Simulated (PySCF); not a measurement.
Species: H9NSSi3.
Atom-mapped SMILES: `[SiH3:1][NH:2][SiH2:3][S:4][SiH3:5]`

Geometry (PBE0-D3(BJ)/def2-SVP, Å), atoms numbered from 1 in this order:
```xyz
14
H9NSSi3 angstrom
Si    -2.970    0.480    0.284
N     -1.339   -0.065    0.588
Si    -0.014   -0.213   -0.511
S      1.562    1.175   -0.004
Si     3.231   -0.176   -0.057
H     -3.297    1.709    1.072
H     -3.976   -0.566    0.646
H     -3.070    0.780   -1.173
H     -1.111   -0.255    1.562
H     -0.546    0.078   -1.870
H      0.607   -1.574   -0.474
H      4.435    0.650    0.239
H      3.091   -1.252    0.970
H      3.383   -0.817   -1.397
```

Method used: delta-SCF UKS SCAN, pcX-2 on the ionised atom, pcseg-1 elsewhere, spin-free X2C (PySCF). These are vertical core ionisation energies against the vacuum level, from separate self-consistent calculations with and without the core hole.

Some binding energies are withheld.

| atom(s) | bonded to | level | binding energy (eV) |
| --- | --- | --- | --- |
| N2 | H and 2 Si | N 1s | ? |
| Si1 | N and 3 H | Si 1s | 1847.06 |
| Si3 | N, S and 2 H | Si 1s | ? |
| Si5 | S and 3 H | Si 1s | 1847.04 |
| Si1 | N and 3 H | Si 2p3/2 | ? |
| Si3 | N, S and 2 H | Si 2p3/2 | 107.36 |
| Si5 | S and 3 H | Si 2p3/2 | 107.23 |
| S4 | 2 Si | S 1s | 2476.28 |

Task: Fill in Si 2p3/2 for Si1.

Result: 107.20 eV (SiH3 silicon), with 2p1/2 at 107.83 eV. The nearest listed Si 2p3/2 value is that of Si5; the shift against it is -0.03 eV.

Task: Fill in N 1s for N2 (atom 2).

Result: 404.39 eV (nitrogen bridging silicon atoms).

Task: Fill in Si 1s for Si3.

Result: 1847.31 eV (SiH2 silicon). The nearest listed Si 1s value is that of Si1; the shift against it is +0.25 eV.

The listed Si 1s values span 0.27 eV, from Si5 (bonded to S and 3 H) to Si3 (bonded to N, S and 2 H). Summing the Pauling electronegativity differences to the bonded atoms, each weighted by its formal bond order, gives +1.58 for the lowest site and +2.42 for the highest; no listed site has a larger sum than the highest. The values 1847.04 and 1847.06 eV lie too close for their order to be trusted.

Task: Which effective nuclear charge Zeff reproduces each element's mean 1s value in the hydrogen-like formula E = 13.606 eV × Zeff²?

Result: N (Z = 7): mean 404.4 eV, Zeff = 5.45, Z − Zeff = 1.55; Si (Z = 14): mean 1847.1 eV, Zeff = 11.65, Z − Zeff = 2.35; S (Z = 16): mean 2476.3 eV, Zeff = 13.49, Z − Zeff = 2.51. Means run over the listed sites, weighted by atom count.

Not every level is listed. For 2p shells one spin-free hole was relaxed; a mean-field spin–orbit operator and the ground-state splitting of the three 2p orbitals were then diagonalised within the shell. The shell's mean is (2 × 2p3/2 + 2p1/2)/3, and the degeneracies 2j + 1 give areas of 2:1. 2p1/2 minus 2p3/2 (ligand field included): Si 0.62 eV. Isolated species at its PBE0-D3(BJ)/def2-SVP geometry (one conformer only).

The run took 56 s of wall time on Arm Neoverse V1, one thread, no GPU, shared host with 64 logical CPUs at a one-minute load of 35, and the process peaked at 0.67 GiB of memory.
